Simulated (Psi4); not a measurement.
CH5AlOS, singlet, at a GFN2-xTB geometry (such geometries of metal compounds can be far from the true shape). Base run: CCSD(T)/def2-SVP in Psi4.

Here is a job for Psi4.
```
memory 2 GB

molecule {
0 1
  Al   -0.09873222   -0.24039754    0.66989116
  H    -0.31253931   -0.91079229    2.01439425
  O    -0.01446418   -1.20680484   -0.65290538
  C     0.04753695   -2.07984113   -1.74774659
  H     0.10735356   -1.50788457   -2.67549371
  H     0.92983405   -2.71718184   -1.66190393
  H    -0.84546548   -2.70754262   -1.77019616
  S     0.08166717    1.94135593    0.57511581
  H    -0.07184683    2.04035989    1.89248423
}

set basis def2-svp
set freeze_core true

energy('ccsd(t)')
print_variables()
```

Variants of this job, named by their change:

| change | ΔE vs base (mEh) | MP2 correlation (Eh) | basis functions | core-seconds (rough) |
|---|---|---|---|---|
| base | 0.000 | -0.51679 | 89 | 50 |
| method = ccsd | 13.539 | -0.51679 | 89 | 40 |
| method = dlpno-mp2 | 59.899 | -0.51651 | 89 | 6 |
| method = fno-ccsd(t) | 0.000 | -0.51679 | 89 | 40 |
| method = mp3 | 23.235 | -0.51657 | 89 | 7 |
| method = mp4 | 0.924 | -0.51679 | 89 | 20 |
| method = qcisd(t) | -0.481 | -0.51679 | 89 | 30 |
| method = mp2 | 59.831 | -0.51657 | 89 | 5 |
